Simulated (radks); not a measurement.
Results of a calculation; reference values are marked as such.
Species: the iodine ion I+. Configuration: [Kr] 4d10 5s2 5p4.

Code: a radial shooting solver on a logarithmic mesh with Libxc functionals. Model: scalar-relativistic Kohn-Sham, PBEsol, spin-unpolarised, spherical densities, finite nucleus; Fermi nuclear charge, rms radius 4.75 fm.

Energy parts (Ry):
part                        energy
total                 -14225.56675
kinetic                14929.88935
electron-nucleus      -34390.66119
Hartree                 5590.63804
exchange-correlation    -355.43295

Orbitals (lengths in bohr, moments of r in powers of bohr; <r^-3> diverges for s and p1/2; r(90%) holds 90 % of the orbital's charge):
| orbital | occ. | eigenvalue (Ry) | <r^-3> | r(90%) | <1/r> |
|---|---|---|---|---|---|
| 1s | 2 | -2423.669 | - | 0.0490 | 56.81 |
| 2s | 2 | -375.0896 | - | 0.181 | 13.02 |
| 2p | 6 | -336.8020 | 5769 | 0.167 | 12.45 |
| 3s | 2 | -76.25106 | - | 0.462 | 4.665 |
| 3p | 6 | -63.84277 | 1102 | 0.469 | 4.436 |
| 3d | 10 | -45.24105 | 151.9 | 0.453 | 4.199 |
| 4s | 2 | -13.95711 | - | 1.07 | 1.887 |
| 4p | 6 | -10.06580 | 215.8 | 1.16 | 1.728 |
| 4d | 10 | -4.39190 | 22.38 | 1.40 | 1.442 |
| 5s | 2 | -1.93345 | - | 2.79 | 0.6792 |
| 5p | 4 | -1.13023 | 22.66 | 3.43 | 0.5552 |

The highest occupied level is 5p at -15.378 eV. The electron density at the nucleus is 2.566e+05 e/bohr^3 (large components only). The density falls to 0.001 e/bohr^3 at r = 4.18 bohr.
